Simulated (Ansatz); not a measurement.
`[AlH2][Se][SiH3]` + `C#[C][GaH][Cl]` → `[SiH3][Se][GaH][Cl]` + `C#[C][AlH2]` at 400 K and 1 bar (redistribution).

Isolated molecules relaxed with PBE0-D4/def2-TZVP in Ansatz; ΔE leaves out vibrations. CCSD(T)/CBS is the MP2 limit (def2-TZVPP, def2-QZVPP) plus CCSD(T) − MP2 in def2-TZVPP, frozen cores. For Ga, Se outer-core shells are correlated without core-valence functions, which leaves a few kJ/mol of doubt a bond. Scalar relativity is left out up to krypton. Each species was taken in one conformer, which may not be the lowest.

```tsv
species	CCSD(T)/CBS energy (Eh)	H − E (kJ/mol)	S (J/(mol·K))
`[AlH2][Se][SiH3]`	-2934.85173	135.4	375.6
`C#[C][GaH][Cl]`	-2461.01543	96.6	351.7
`[SiH3][Se][GaH][Cl]`	-5076.01837	126.0	429.5
`C#[C][AlH2]`	-319.85078	105.8	296.2
```

H − E and S are ideal-gas, rigid-rotor, harmonic terms from PBE0-D4/def2-TZVP, for one conformer and one mirror image of each species. 1 Eh = 2625.50 kJ/mol, R = 8.31446 J/(mol·K).

By hand: ΔE, ΔH, ΔS and ΔG.

ΔE = (-5076.01837) + (-319.85078) − (-2934.85173) − (-2461.01543) = -0.00199 Eh = -5.2 kJ/mol. Δ(H − E) = 126.0 + 105.8 − 135.4 − 96.6 = -0.2, so ΔH = -5.4 kJ/mol. ΔS = 429.5 + 296.2 − 375.6 − 351.7 = -1.6 J/(mol·K). ΔG = -5.4 − 400 × (-1.6)/1000 = -4.8 kJ/mol.

By hand: the equilibrium constant, and the temperature at which ΔG would vanish if ΔH and ΔS stayed fixed.

log₁₀ K = −ΔG/(RT ln 10) = 0.6. ΔG = 0 at ΔH/ΔS = 3375 K, far beyond where these terms or the molecules hold.

The number of gas molecules stays the same, so ΔS is small and ΔH decides. The sign of ΔG lies within the doubt. A doubt of 5 kJ/mol in ΔE shifts log₁₀ K by 0.7 here. Other conformers and mirror images would add mixing entropy, several J/(mol·K) or more a flexible species. Modes under 60 cm⁻¹, often nearly free rotors, make the harmonic entropy too high. These are equilibria of isolated gas molecules and say nothing of rates. Largest T1 diagnostic: 0.013 (customary marks: 0.02 for closed shells, 0.045 for open ones).
